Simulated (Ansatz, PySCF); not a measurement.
System: sum formula HSO₃, charge -1, multiplicity 1. It need not be the lowest isomer of its formula. 
Coordinates optimised at B3LYP-D3(BJ)/def2-TZVP (Ansatz, a program for electronic structure):
```xyz
5

S     -0.0978    -0.0981     0.0970
O      0.6836     0.6727     1.0616
O      0.6791    -1.0538    -0.6894
O     -1.0557     0.6889    -0.6765
H     -0.8906    -0.8931     0.8828
```
Charge -1, spin multiplicity 1.

Wanted: vertical ionisation energy (to the doublet state of charge +0; each state is the SCF solution reached for its spin; the molecule has degenerate orbitals, so one determinant may break the symmetry; the UHF <S^2> is 0.86 for the doublet (pure: 0.75); for the doublet the Hartree-Fock reference is unstable and T1 is 0.026), in eV. Valence correlation only, unless marked. UHF or UKS for open shells. No spin-orbit coupling. Non-relativistic. Anions need diffuse functions: aug- sets have them; def2-D sets add few. CBS(X,Y): correlation extrapolated as X^-3; Hartree-Fock from the larger set.

```tsv
level	program	vertical ionisation energy (eV)
HF/aug-cc-pV(T+d)Z	Ansatz	4.29
HF/aug-cc-pV(Q+d)Z	Ansatz	4.29
SVWN5/def2-TZVPD	Ansatz	4.53
PBE/def2-TZVPD	Ansatz	4.23
r2SCAN/def2-TZVPD	Ansatz	4.36
B3LYP/def2-TZVPD	Ansatz	4.61
PBE0/def2-TZVPD	Ansatz	4.59
BHLYP/def2-TZVPD	Ansatz	4.87
CAM-B3LYP/def2-TZVPD	Ansatz	4.86
wB97M-V/def2-TZVPD	Ansatz	4.85
wB97X-V/def2-TZVPD	Ansatz	4.84
B2PLYP/def2-TZVPD	Ansatz	4.64
RI-MP2/aug-cc-pV(T+d)Z	Ansatz	5.73
RI-MP2/aug-cc-pV(Q+d)Z	Ansatz	5.81
RI-MP2/CBS(aug-cc-pV(T+d)Z,aug-cc-pV(Q+d)Z)	Ansatz	5.87
CCSD/aug-cc-pV(D+d)Z	Ansatz	4.73
CCSD(T)/aug-cc-pV(D+d)Z	Ansatz	4.63
```

For comparison, minus the highest occupied orbital energy (PySCF): 0.62 eV at BLYP/def2-TZVPD, 6.44 eV at HF/def2-TZVPD, 3.95 eV at M06-2X/def2-TZVPD.
